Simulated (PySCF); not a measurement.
Structure with atom numbers: `[CH2:1]=[C:2]([CH3:3])[CH2:4][O:5][B:6]([CH3:7])[O:8][CH3:9]` (H(Xn): hydrogen on atom n). Ha(C1) is cis to C3; Hb(C1) is trans to C3.

Level of theory: NMR shieldings at B3LYP/pcSseg-1/GIAO, structure optimised with PBE0-D3(BJ)/def2-SVP, in PySCF 2.14 (in vacuum, equivalent nuclei averaged, single conformer, no relativistic terms).

Scale: $^{13}$C (σref 179.24), $^{1}$H (σref 31.38) against TMS; $^{17}$O (σref 334.04) against H2O; BF3·OEt2 for $^{11}$B (σref 97.83) (reference shieldings calculated alike).

| atoms | nucleus | count | δ (ppm) |
| --- | --- | --- | --- |
| Hb(C1) | $^{1}$H | 1 | ? |
| H(C4) | $^{1}$H | 2 | 4.31 |
| H(C9) | $^{1}$H | 3 | 3.55 |
| Ha(C1) | $^{1}$H | 1 | 5.07 |
| O5 | $^{17}$O | 1 | 133.7 |
| C9 | $^{13}$C | 1 | ? |
| H(C7) | $^{1}$H | 3 | ? |
| O8 | $^{17}$O | 1 | 112.7 |
| C7 | $^{13}$C | 1 | ? |
| C2 | $^{13}$C | 1 | 152.4 |
| C3 | $^{13}$C | 1 | 21.5 |
| B6 | $^{11}$B | 1 | ? |
| C4 | $^{13}$C | 1 | 67.3 |
| H(C3) | $^{1}$H | 3 | 1.66 |
| C1 | $^{13}$C | 1 | 114.1 |

Question: Estimate the values marked ?.

Answer: 
- C9: 53.9 ppm, methyl carbon bonded to O; deshielded by the electronegative neighbour
- C7: -3.6 ppm, methyl carbon bonded to B
- Hb(C1): 5.50 ppm, hydrogen on a terminal =CH2 carbon; olefinic region
- H(C7): 0.29 ppm, hydrogen on a methyl carbon bonded to B
- B6: 30.6 ppm, boron bonded to C, 2 O

A carbon bonded to boron is broadened by the quadrupolar boron nucleus and is often missing from a measured spectrum. Shifts are as computed. Against solution values, carbons near 30 ppm lie about +2 ppm off and those near 130 ppm about +6 ppm. Of 1211 compounds with measured shifts, 218 miss one by over three times the rms of a fit or turn the order of signals round; such compounds aren't used in these exercises. Experimental scales use liquid or dissolved standards, which lie at an offset from isolated H2O (liquid H2O: subtract about 36 ppm).
